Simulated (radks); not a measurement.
The numbers below are computed, except where a source is named.
Problem. The calcium ion Ca10+ is in [Ne]. Level of theory: non-relativistic Kohn-Sham, PBE, spin-polarised, spherical densities, point nucleus (a radial shooting solver on a logarithmic mesh with Libxc functionals). Open shells are filled with parallel spins first. One electron is removed from 2p, 2s, 1s in turn, with full relaxation. Which removal costs least, and what does each cost?

Solution. 2p 591.85 eV; 2s 662.29 eV; 1s 4275.7 eV. The 2p electron leaves first.
